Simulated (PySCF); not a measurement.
PySCF input for Cu(OH)(PH3) (CuH₄OP), SMILES [Cu]([OH])<-[PH3], multiplicity 1, PBE0-D3(BJ)/def2-SVP. Geometry: PBE0-D3(BJ)/def2-SVP. The multiplicity is an assumed one; no other spin state was optimised. The structure was generated by enumeration; whether it is a known compound was not checked. Other conformers were not sampled.

```python
import numpy as np
from pyscf import gto, scf, dft, df
from pyscf.hessian import thermo

mol = gto.M(
    atom='''
    Cu    0.21415980    0.11724665    0.36126687
    O     1.06810548    0.55172107    1.86131479
    H     1.59387893    1.35133303    1.76142584
    P    -0.85111494   -0.47849862   -1.40914593
    H    -0.62036484   -1.75362891   -1.99174302
    H    -0.69128385    0.29623426   -2.58796188
    H    -2.27098407   -0.53038051   -1.41178948
    ''',
    basis='def2-SVP',
    charge=0,
    spin=0,
    max_memory=1600,
    verbose=3,
)
mf = dft.RKS(mol, xc='pbe0').density_fit(auxbasis='def2-universal-jkfit')
mf.disp = 'd3bj'
mf.grids.level = 3
mf.conv_tol = 1e-11
mf.max_cycle = 100
mf.kernel()

# [left out here: the lines that compute and print the analytic Hessian (its translational invariance restored by hand, since the grid's response is missing), thermochemistry and intensities]
```

Log of the run:

```
converged SCF energy = -2058.64962491862

WARN: DFTD3 does not support analytical Hessian, using finite difference


WARN: Mole.unit (angstrom) is changed to Bohr

Mode                                 0                   1                   2
Irrep
Freq [cm^-1]                       35.1092            114.2124            115.2787
Reduced mass [au]                   1.1505              5.1457              4.1914
Force const [Dyne/A]                0.0008              0.0395              0.0328
Char temp [K]                      50.5143            164.3262            165.8604
Normal mode                   x     y     z       x     y     z       x     y     z
       0  Cu                -0.01  0.01  0.00   -0.03 -0.06  0.04    0.06 -0.04 -0.02
       1   O                 0.07 -0.05 -0.02    0.06  0.13 -0.07   -0.12  0.08  0.04
       2   H                -0.67  0.47  0.24    0.01  0.14 -0.21   -0.25  0.18  0.10
       3   P                 0.00 -0.00 -0.00    0.02  0.04 -0.03   -0.04  0.03  0.02
       4   H                -0.12 -0.09  0.14    0.01  0.09 -0.14   -0.20  0.03 -0.06
       5   H                 0.18 -0.14 -0.07    0.13  0.15  0.06   -0.10  0.06  0.03
       6   H                -0.00  0.18 -0.10    0.02  0.10 -0.13   -0.04  0.14  0.15
Mode                                 3                   4                   5
Irrep
Freq [cm^-1]                      326.0845            445.0794            456.8409
Reduced mass [au]                  10.4564              1.2009              1.2231
Force const [Dyne/A]                0.6551              0.1402              0.1504
Char temp [K]                     469.1630            640.3701            657.2923
Normal mode                   x     y     z       x     y     z       x     y     z
       0  Cu                 0.03  0.02  0.05    0.01  0.02 -0.01    0.02 -0.01 -0.01
       1   O                 0.04  0.02  0.07   -0.01 -0.01 -0.00   -0.02  0.01  0.01
       2   H                 0.03  0.02  0.02    0.02 -0.02  0.12   -0.01  0.01  0.00
       3   P                -0.07 -0.04 -0.12   -0.03 -0.05  0.03   -0.05  0.04  0.02
       4   H                -0.07 -0.04 -0.11   -0.03  0.15 -0.42    0.50 -0.01  0.32
       5   H                -0.08 -0.05 -0.12    0.40  0.38  0.36    0.25 -0.16 -0.07
       6   H                -0.07 -0.04 -0.12   -0.03  0.19 -0.38   -0.03 -0.32 -0.52
Mode                                 6                   7                   8
Irrep
Freq [cm^-1]                      648.3675            688.3618           1018.5581
Reduced mass [au]                   8.7866              1.1538              1.0824
Force const [Dyne/A]                2.1763              0.3221              0.6616
Char temp [K]                     932.8564            990.3994           1465.4783
Normal mode                   x     y     z       x     y     z       x     y     z
       0  Cu                -0.03 -0.01 -0.05    0.02  0.02  0.02    0.00  0.00  0.00
       1   O                 0.09  0.03  0.19   -0.04 -0.06 -0.01   -0.00 -0.00 -0.00
       2   H                -0.03  0.08 -0.23   -0.30  0.03 -0.87    0.00 -0.00  0.01
       3   P                 0.00  0.00  0.01   -0.00 -0.01  0.00   -0.02 -0.01 -0.04
       4   H                 0.02  0.01 -0.00    0.01  0.01 -0.03    0.35 -0.13  0.41
       5   H                 0.03  0.03  0.04    0.03  0.03  0.03    0.35  0.35  0.27
       6   H                 0.01  0.02  0.00   -0.00  0.02 -0.02   -0.01  0.14  0.53
Mode                                 9                  10                  11
Irrep
Freq [cm^-1]                     1115.3242           1120.5473           2453.5484
Reduced mass [au]                   1.0244              1.0243              1.0302
Force const [Dyne/A]                0.7508              0.7578              3.6539
Char temp [K]                    1604.7031           1612.2181           3530.1099
Normal mode                   x     y     z       x     y     z       x     y     z
       0  Cu                -0.00  0.00  0.00   -0.00 -0.00  0.00    0.00  0.00 -0.00
       1   O                 0.00 -0.00 -0.00    0.00  0.00 -0.00    0.00 -0.00  0.00
       2   H                -0.00  0.00  0.00    0.00 -0.00  0.01   -0.00  0.00 -0.00
       3   P                -0.02  0.01  0.01   -0.01 -0.02  0.01    0.02  0.01  0.02
       4   H                 0.06  0.22 -0.44    0.59  0.18 -0.17    0.12 -0.58 -0.25
       5   H                 0.54 -0.41 -0.20   -0.25 -0.22 -0.17    0.04  0.17 -0.23
       6   H                -0.00 -0.22  0.42   -0.03  0.65  0.02   -0.69 -0.02  0.01
Mode                                12                  13                  14
Irrep
Freq [cm^-1]                     2458.7582           2470.1181           3899.4435
Reduced mass [au]                   1.0421              1.0408              1.0666
Force const [Dyne/A]                3.7118              3.7415              9.5555
Char temp [K]                    3537.6056           3553.9499           5610.4311
Normal mode                   x     y     z       x     y     z       x     y     z
       0  Cu                -0.00  0.00  0.00   -0.00 -0.00  0.00    0.00 -0.00  0.00
       1   O                 0.00 -0.00 -0.00    0.00  0.00 -0.00   -0.03 -0.05  0.00
       2   H                -0.00  0.00  0.00    0.00  0.00  0.00    0.53  0.80 -0.08
       3   P                -0.03  0.02  0.01   -0.01 -0.02  0.02    0.00  0.00 -0.00
       4   H                 0.11 -0.64 -0.29   -0.04  0.18  0.09    0.00  0.00  0.00
       5   H                -0.01  0.02 -0.01    0.11  0.51 -0.78   -0.00 -0.00  0.00
       6   H                 0.67  0.03 -0.00    0.19 -0.00  0.01    0.00  0.00  0.00
temperature 298.1500 [K]
pressure 101325.00 [Pa]
Rotational constants [GHz] 94.84338 2.42731 2.41877
Symmetry number 1
Zero-point energy (ZPE) 0.03956 [Eh]   103869.546 [J/mol]
                           tot       elec      trans        rot        vib
Entropy [J/mol/K]       333.250      0.000    167.874     99.879     65.497
Cv [J/mol/K]             78.807      0.000     12.472     12.472     53.864
Cp [J/mol/K]             87.122      0.000     20.786     12.472     53.864
Internal energy [J/mol]                      3718.434   3718.434 113133.010
Internal energy [Eh]   -2058.60370  -2058.64962
Enthalpy [J/mol]                             6197.391   3718.434 113133.010
Enthalpy [Eh]          -2058.60276
Gibbs free energy [J/mol]                  -43854.340 -26060.508  93605.178
Gibbs free energy [Eh] -2058.64060
static polarisability / bohr^3: [[42.296  5.6   12.338]
 [ 5.596 38.216  6.869]
 [12.354  6.884 54.37 ]]
largest difference of analytic and finite-field dipole derivatives / e: 0.00061247520712579
mode   freq/cm-1   IR/(km/mol)   Raman/(A^4/amu)   depolarisation
   1       35.11        77.238             2.881            0.750
   2      114.21         3.338             0.036            0.293
   3      115.28         0.007             0.480            0.750
   4      326.08        19.385             2.532            0.099
   5      445.08         4.898             3.188            0.440
   6      456.84         0.944             0.067            0.711
   7      648.37       107.774             0.955            0.037
   8      688.36        49.566            11.340            0.647
   9     1018.56        82.174            48.186            0.529
  10     1115.32         7.228            33.404            0.750
  11     1120.55         8.910            42.893            0.704
  12     2453.55        53.389           400.646            0.057
  13     2458.76        15.210           161.200            0.747
  14     2470.12        14.186           149.920            0.631
  15     3899.44        14.415           188.091            0.291
max |gradient| / (hartree/bohr): 8.716114167988865e-05
APT charges: [ 0.2457 -0.7917  0.2069  0.6225 -0.1021 -0.0785 -0.1028]
```

The run converged.
